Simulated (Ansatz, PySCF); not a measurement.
Molecule: CH₃OS, charge 0, multiplicity 2. It need not be the lowest isomer of its formula. 
Geometry from a B3LYP-D3(BJ)/def2-TZVP (Ansatz, a quantum-chemistry and plane-wave program) optimisation:
```
C
H 1 1.0899
H 1 1.0899 2 110.00
H 1 1.0910 2 110.21 3 -121.71
S 1 1.8115 2 109.27 3 119.96
O 5 1.5012 1 106.32 2 -60.20
```
Charge 0, spin multiplicity 2.

Total electronic energies in hartree. Correlated levels leave the core frozen unless marked. UHF or UKS for open shells. Spin-orbit coupling is left out. No relativistic terms. CBS marks a two-point X^-3 extrapolation of the correlation energy; Hartree-Fock from the larger set. [CCSD(T)-MP2]/basis is that difference in the basis named.

```tsv
level	program	energy (Eh)
HF/cc-pV(T+d)Z	Ansatz	-512.03381
HF/cc-pwCVTZ	Ansatz	-512.03550
SVWN5/def2-TZVPD	Ansatz	-511.07960
PBE-D4/def2-TZVPD	Ansatz + dftd4	-513.05810
revPBE-D3(BJ)/def2-TZVPD	Ansatz + dftd3	-513.26146
revPBE-D4/def2-TZVPD	Ansatz + dftd4	-513.26344
TPSS-D3(BJ)/def2-TZVPD	PySCF + dftd3	?
r2SCAN-D3(BJ)/def2-TZVPD	Ansatz + dftd3	?
B3LYP-D3(BJ)/def2-TZVPD	Ansatz + dftd3	-513.37947
PBE0/STO-3G	Ansatz	-507.07714
BHLYP-D4/def2-TZVPD	Ansatz + dftd4	?
MN15-D3(BJ)/def2-TZVPD	PySCF + dftd3	-513.10926
wB97X/def2-TZVPD	Ansatz	-513.31602
MP2/cc-pV(T+d)Z	Ansatz	-512.60274
RI-MP2/CBS(cc-pV(T+d)Z,cc-pV(Q+d)Z)+[CCSD(T)-MP2]/cc-pV(T+d)Z	Ansatz	-512.7514
```

Some entries are withheld; supply them.


- TPSS-D3(BJ)/def2-TZVPD, energy (Eh): -513.40105
- r2SCAN-D3(BJ)/def2-TZVPD, energy (Eh): -513.26755
- BHLYP-D4/def2-TZVPD, energy (Eh): -513.28637
